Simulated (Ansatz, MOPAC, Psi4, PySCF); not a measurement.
System: phosphorus nitride, PN (charge 0, singlet). SMILES: P#N
Geometry: optimised at B3LYP-D3(BJ)/def2-TZVP (Ansatz, a program for electronic structure).

Property: size of the dipole moment, in D. Set-up: PM7 with its own dispersion and hydrogen-bond terms; non-relativistic; 6-311+G** with 5d, 6d on Na to Ar in Ansatz; LANL2DZ with its own core potentials from Na on; 6-31G* and kin with 6d, 5d where marked; no spin-orbit coupling. Ab initio and DFT rows: single points at B3LYP-D3(BJ) geometries (Ansatz). Semi-empirical rows: dipoles at the shared geometry.

Measured values: NIST CCCBDB, as tabulated in the package chemicals; dipoles are vibrational averages. 

Value to compare with, the measured value: 2.75 D.

```json
[
 {"level": "PM7", "program": "MOPAC", "size of the dipole moment (D)": "2.38", "error": "-0.37"},
 {"level": "MNDO", "program": "MOPAC", "size of the dipole moment (D)": "1.04", "error": "-1.71"},
 {"level": "SVWN5/6-31G*", "program": "Ansatz", "size of the dipole moment (D)": "2.35", "error": "-0.40"},
 {"level": "PBE/STO-3G", "program": "Ansatz", "size of the dipole moment (D)": "1.88", "error": "-0.87"},
 {"level": "PBE/LANL2DZ", "program": "Ansatz", "size of the dipole moment (D)": "2.62", "error": "-0.13"},
 {"level": "BLYP/6-31G*", "program": "Ansatz", "size of the dipole moment (D)": "2.30", "error": "-0.45"},
 {"level": "BP86/def2-SVP", "program": "PySCF", "size of the dipole moment (D)": "2.35", "error": "-0.40"},
 {"level": "BP86/6-31G* (5d)", "program": "PySCF", "size of the dipole moment (D)": "2.31", "error": "-0.44"},
 {"level": "B3LYP/6-31G", "program": "Ansatz", "size of the dipole moment (D)": "2.32", "error": "-0.43"},
 {"level": "B3LYP/6-31G*", "program": "Ansatz", "size of the dipole moment (D)": "2.46", "error": "-0.29"},
 {"level": "B3LYP/6-311+G**", "program": "Ansatz", "size of the dipole moment (D)": "2.87", "error": "0.12"},
 {"level": "M06-2X/6-31G* (5d)", "program": "PySCF", "size of the dipole moment (D)": "2.61", "error": "-0.14"},
 {"level": "wB97X-D/6-31G*", "program": "Psi4", "size of the dipole moment (D)": "2.54", "error": "-0.21"},
 {"level": "wB97X-D/6-311+G**", "program": "Psi4", "size of the dipole moment (D)": "2.90", "error": "0.15"}
]
```

Among the 14 habitual levels, MNDO lies farthest from the measured value (-1.71 D); 2 of 14 lie above it, and their mean absolute error is 0.44 D, the median 0.39. One case shows no general order.

The levels are drawn from those run, B3LYP/6-31G* more often than the rest, none by its result; runs whose electronic state is in doubt are left out.
